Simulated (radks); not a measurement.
Results of a calculation; reference values are marked as such.
Effect of the nuclear size on the tungsten ion W+, [Xe] 4f14 5d4 6s1. Level of theory: Dirac Kohn-Sham, BLYP, spin-unpolarised, spherical densities, finite nucleus; open shells are shared between the two j in proportion to 2j + 1; Fermi nuclear charge, rms radius 5.3658 fm (a radial shooting solver on a logarithmic mesh with Libxc functionals). The rms radius is varied about that value; shifts are against it.

rms radius (fm)  total energy shift (eV)  density at nucleus (e/bohr^3)  1s1/2 shift (meV)  2s1/2 shift (meV)  5s1/2 shift (meV)  5p1/2 shift (meV)  6s1/2 shift (meV)  5d5/2 shift (meV)  6p1/2 (empty) shift (meV)
4.6146                             -15.5                      1.501e+06              -6270               -884              -8.23              0.257             -0.828              0.299                      0.085
4.8936                             -9.91                      1.471e+06              -4010               -566              -5.27              0.164             -0.530              0.192                      0.055
5.3658                                 0                      1.425e+06              0.000              0.000              0.000              0.000              0.000              0.000                      0.000
5.8809                              11.5                       1.38e+06               4650                656               6.10             -0.189              0.614             -0.222                     -0.063
5.9829                              13.8                      1.372e+06               5610                790               7.36             -0.228              0.740             -0.267                     -0.076

Slopes of the eigenvalues against <r^2> in GHz/fm^2, as finite differences over the two radii next to the reference (eigenvalue slopes, not the field-shift constants of lines): 1s1/2 197000, 2s1/2 27800, 5s1/2 259, 5p1/2 -8.04, 6s1/2 26.0, 5d5/2 -9.40, 6p1/2 (empty) -2.68.
